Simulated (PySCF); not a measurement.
C2H7Al, charge -1, multiplicity 2. Atoms are numbered in the order given.

```xyz
10

Al    -0.1592    -0.6623     0.0000
C      0.0421     0.4994    -1.6579
H     -0.0051    -0.0772    -2.5991
H     -0.7324     1.2854    -1.7223
H      1.0228     1.0187    -1.6468
C      0.0421     0.4994     1.6579
H     -0.0051    -0.0772     2.5991
H      1.0228     1.0187     1.6468
H     -0.7324     1.2854     1.7223
H      0.9937    -1.8361     0.0000
```
Charge -1, spin multiplicity 2.

Geometry: B3LYP-D3(BJ)/def2-SVPD. The spin state was assumed, not searched. The isomer is the one that the SMILES or the coordinates give; other isomers of the formula were not compared.

These are PBE/def2-TZVPD run with PySCF values and carry that method's errors.

Mulliken values depend strongly on the basis, most of all with diffuse functions as here. ESP charges are fitted to the potential on shells at 1.4 to 2.0 van der Waals radii. Atomic charges (e):

| atom | meta-Löwdin | ESP fit | Mulliken | Mulliken spin |
|---|---|---|---|---|
| Al1 | -0.01 | -0.88 | -0.53 | 0.93 |
| C2 | -0.65 | 0.47 | -0.67 | -0.01 |
| H3 | 0.09 | -0.18 | 0.16 | 0.01 |
| H4 | 0.09 | -0.17 | 0.21 | -0.04 |
| H5 | 0.08 | -0.12 | 0.13 | 0.04 |
| C6 | -0.65 | 0.47 | -0.67 | -0.01 |
| H7 | 0.09 | -0.18 | 0.16 | 0.01 |
| H8 | 0.08 | -0.12 | 0.13 | 0.04 |
| H9 | 0.09 | -0.17 | 0.21 | -0.04 |
| H10 | -0.20 | -0.11 | -0.12 | 0.06 |
